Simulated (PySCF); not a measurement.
NO₂ (SMILES [O]N=O), doublet, at a GFN2-xTB geometry. Base run: DF-PBE/def2-TZVP in PySCF.

Input for PySCF:
```python
from pyscf import gto, scf, dft

mol = gto.Mole()
mol.atom = '''
    O     1.09987865   -0.14484153    0.00060239
    N     0.00419222    0.29484101    0.01046273
    O    -1.10354684   -0.11314435   -0.00975728
'''
mol.basis = 'def2-tzvp'
mol.spin = 1
mol.verbose = 4
mol.build()

mf = dft.UKS(mol)
mf.xc = 'pbe'
mf = mf.density_fit(auxbasis='def2-universal-jkfit')
mf.kernel()
```

Each row names what was changed in the base input (with any setting that the change needs).

| change | E (Eh) | HOMO (eV) | dipole (D) | <S^2> | core-seconds (rough) |
|---|---|---|---|---|---|
| base | -204.97966 | -6.00 | 0.20 | 0.752 | 4 |
| functional = tpss | -205.20413 | -6.19 | 0.21 | 0.752 | 10 |
| functional = tpssh | -205.17161 | -6.96 | 0.24 | 0.753 | 10 |
| functional = b97m_v | -205.11169 | -6.48 | 0.22 | 0.753 | 30 |
| functional = m06 | -205.06406 | -7.56 | 0.29 | 0.752 | 6 |
| functional = bhandhlyp | -205.04686 | -9.99 | 0.40 | 0.758 | 5 |
| functional = lc_wpbe | -205.03930 | -10.87 | 0.34 | 0.754 | 7 |
| functional = pbe0 | -204.95310 | -7.98 | 0.29 | 0.754 | 4 |
| functional = x3lyp | -205.09628 | -7.81 | 0.29 | 0.754 | 5 |
| functional = r2scan | -205.07718 | -6.52 | 0.24 | 0.754 | 10 |
| functional = blyp | -205.16282 | -5.98 | 0.21 | 0.752 | 6 |
| functional = hf | -204.12284 | -13.34 | 0.61 | 0.769 | 0.6 |
| functional = pbe; dispersion = d3bjm | -204.98078 | -6.00 | 0.20 | 0.752 | 5 |

Absolute energies of different levels of theory aren't comparable as measures of quality.

Open shells are given as the SCF converged; they aren't shown to be the lowest states, and a large step between rows can be another state.
